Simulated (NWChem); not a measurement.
System: HS2, doublet; SMILES [S]S

Here is an NWChem input.

```
start job
memory heap 200 mb stack 900 mb global 1100 mb
geometry units angstroms noautoz
  S      0.029869    -1.052074     0.000000
  S      0.067440     0.943595     0.000000
  H     -1.275563     1.274027     0.000000
end
basis spherical
  * library def2-tzvp
end
dft
  odft
  mult 2
  xc xctpssh
  iterations 150
  mulliken
end
task dft energy
```

Excerpt of the output:

```
             Northwest Computational Chemistry Package (NWChem) 7.3.0
             --------------------------------------------------------

 CS  symmetry detected

                             Geometry "geometry" -> ""
                             -------------------------

 Output coordinates in angstroms (scale by  1.889725989 to convert to a.u.)

  No.       Tag          Charge          X              Y              Z
 ---- ---------------- ---------- -------------- -------------- --------------
    1 S                   16.0000     0.01242945    -1.03822997     0.00000000
    2 S                   16.0000     0.06713209     0.95704293     0.00000000
    3 H                    1.0000    -1.27298463     1.29899257     0.00000000

 Effective nuclear repulsion energy (a.u.)      77.1657116534

      Symmetry information
      --------------------

 Group name             Cs
 Group number              2
 Group order               2
 No. of unique centers     3

                                 NWChem DFT Module
                                 -----------------

 Summary of "ao basis" -> "ao basis" (spherical)
 ------------------------------------------------------------------------------
       Tag                 Description            Shells   Functions and Types
 ---------------- ------------------------------  ------  ---------------------
 S                         def2-tzvp                13       37   5s5p2d1f
 H                         def2-tzvp                 4        6   3s1p

      Symmetry analysis of basis
      --------------------------

        a'         55
        a"         25

            General Information
            -------------------
          SCF calculation type: DFT
          Wavefunction type:  spin polarized.
          No. of atoms     :     3
          No. of electrons :    33
           Alpha electrons :    17
            Beta electrons :    16
          Charge           :     0
          Spin multiplicity:     2
          Use of symmetry is: on ; symmetry adaption is: on
          Maximum number of iterations: 150
          AO basis - number of functions:    80
                     number of shells:    30
          Convergence on energy requested:  1.00D-06
          Convergence on density requested:  1.00D-05
          Convergence on gradient requested:  5.00D-04

              XC Information
              --------------
                  TPSS hybrid Method XC Functional
                     Hartree-Fock (Exact) Exchange  0.100
                  TPSS metaGGA Exchange Functional  0.900
             TPSS03 metaGGA Correlation Functional  1.000

             Grid Information
             ----------------
          Grid used for XC integration:  medium
          Radial quadrature: Mura-Knowles
          Angular quadrature: Lebedev.
          Tag              B.-S. Rad. Rad. Pts. Rad. Cut. Ang. Pts.
          ---              ---------- --------- --------- ---------
          S                   1.00       88           9.0       590
          H                   0.35       45           9.0       434
          Grid pruning is: on
          Number of quadrature shells:   221
          Spatial weights used:  Erf1

      Superposition of Atomic Density Guess
      -------------------------------------

 Sum of atomic energies:        -795.45881187

      Non-variational initial energy
      ------------------------------

 Total energy =    -795.702172
 1-e energy   =   -1253.078050
 2-e energy   =     380.210166
 HOMO         =      -0.207993
 LUMO         =       0.021923

   Symmetry analysis of molecular orbitals - initial alpha
   -------------------------------------------------------

  Numbering of irreducible representations:

     1 a'          2 a"

  Orbital symmetries:

     1 a'          2 a'          3 a'          4 a'          5 a'
     6 a'          7 a"          8 a'          9 a'         10 a"
    11 a'         12 a'         13 a'         14 a'         15 a"
    16 a'         17 a"         18 a'         19 a'         20 a'
    21 a'         22 a'         23 a"         24 a'         25 a'
    26 a"         27 a"

   Symmetry analysis of molecular orbitals - initial beta
   ------------------------------------------------------

  Numbering of irreducible representations:

     1 a'          2 a"

  Orbital symmetries:

     1 a'          2 a'          3 a'          4 a'          5 a'
     6 a'          7 a"          8 a'          9 a'         10 a"
    11 a'         12 a'         13 a'         14 a'         15 a"
    16 a'         17 a"         18 a'         19 a'         20 a'
    21 a'         22 a'         23 a"         24 a'         25 a'
    26 a"         27 a"

     ---------------------------------------------
      Total Density - Mulliken Population Analysis
     ---------------------------------------------

    Atom       Charge   Shell Charges
 -----------   ------   -------------------------------------------------------
    1 S   16    16.38   2.01  0.49  1.48  1.11  0.83  4.18  1.69  0.87  2.32  1.34  0.01  0.05  0.01
    2 S   16    15.85   2.01  0.49  1.48  1.07  0.78  4.17  1.70  0.81  2.15  1.08  0.03  0.08  0.01
    3 H    1     0.77   0.19  0.42  0.14  0.02

     --------------------------------------------
      Spin Density - Mulliken Population Analysis
     --------------------------------------------

    Atom       Charge   Shell Charges
 -----------   ------   -------------------------------------------------------
    1 S   16     0.54   0.00  0.00  0.00  0.00  0.00  0.01 -0.01  0.09  0.27  0.17  0.00  0.00  0.00
    2 S   16     0.46   0.00  0.00  0.00  0.00  0.00  0.01 -0.01  0.08  0.23  0.14  0.00  0.01  0.00
    3 H    1     0.00   0.00  0.00  0.00  0.00

   convergence    iter        energy       DeltaE   RMS-Dens  Diis-err
 ---------------- ----- ----------------- --------- --------- ---------
 d= 0,ls=0.0,diis     1   -796.9812028830 -8.74D+02  4.68D-03  1.45D-01
                                                     5.16D-03  1.45D-01
 d= 0,ls=0.0,diis     2   -796.9372366619  4.40D-02  4.30D-03  1.38D-01
                                                     5.17D-03  1.29D-01
 d= 0,ls=0.0,diis     3   -796.9851552076 -4.79D-02  1.81D-03  6.01D-02
                                                     2.51D-03  6.42D-02
 d= 0,ls=0.0,diis     4   -797.0242667606 -3.91D-02  4.40D-04  2.98D-03
                                                     4.10D-04  2.63D-03
 d= 0,ls=0.0,diis     5   -797.0257825481 -1.52D-03  8.57D-05  9.42D-05
                                                     1.08D-04  7.58D-05
  Resetting Diis
 d= 0,ls=0.0,diis     6   -797.0258374264 -5.49D-05  3.91D-05  2.16D-05
                                                     3.29D-05  1.62D-05
 d= 0,ls=0.0,diis     7   -797.0258496212 -1.22D-05  3.39D-05  2.90D-06
                                                     2.73D-05  1.87D-06
 d= 0,ls=0.0,diis     8   -797.0258478639  1.76D-06  1.86D-05  5.40D-06
                                                     2.56D-05  6.02D-06
 d= 0,ls=0.0,diis     9   -797.0258514021 -3.54D-06  6.73D-06  5.17D-07
                                                     5.32D-06  3.44D-07
 d= 0,ls=0.0,diis    10   -797.0258516663 -2.64D-07  3.33D-06  6.52D-08
                                                     4.36D-06  5.62D-08

         Total DFT energy =     -797.025851666292
      One electron energy =    -1253.978260190694
           Coulomb energy =      431.540982534580
    Exchange-Corr. energy =      -51.754285663604
 Nuclear repulsion energy =       77.165711653426

 Numeric. integr. density =       32.999996492000

                  Occupations of the irreducible representations
                  ----------------------------------------------

                     irrep           alpha         beta
                     --------     --------     --------
                     a'               13.0         13.0
                     a"                4.0          3.0

                    DFT Final Alpha Molecular Orbital Analysis
                    ------------------------------------------

 Vector   15  Occ=1.000000D+00  E=-3.508230D-01  Symmetry=a"
              MO Center=  2.5D-02,  8.2D-02, -1.0D-13, r^2= 2.1D+00
   Bfn.  Coefficient  Atom+Function         Bfn.  Coefficient  Atom+Function
  ----- ------------  ---------------      ----- ------------  ---------------
    54      0.405126  2 S  pz                17      0.357701  1 S  pz
    57      0.211506  2 S  pz                51      0.176288  2 S  pz
    20      0.172812  1 S  pz                14      0.152866  1 S  pz
    45     -0.147356  2 S  pz                 8     -0.129175  1 S  pz
    48     -0.068882  2 S  pz                11     -0.060875  1 S  pz

 Vector   16  Occ=1.000000D+00  E=-2.480554D-01  Symmetry=a'
              MO Center= -3.0D-02, -7.1D-01, -2.6D-15, r^2= 2.1D+00
   Bfn.  Coefficient  Atom+Function         Bfn.  Coefficient  Atom+Function
  ----- ------------  ---------------      ----- ------------  ---------------
    15      0.508948  1 S  px                18      0.364900  1 S  px
    12      0.232146  1 S  px                 6     -0.188710  1 S  px
    42     -0.151439  2 S  s                 76      0.143040  3 H  s
    77      0.096538  3 H  s                 52     -0.094573  2 S  px
    41     -0.090486  2 S  s                  9     -0.088120  1 S  px

[...]
```

Level: TPSSh/def2-TZVP, spin-unrestricted. In the optimisation the excess spin sits in a" (Cs, its own frame). Structure relaxed at the PBE-D3(BJ)/def2-SVP, spin-unrestricted level. No stability test was run on the SCF state.
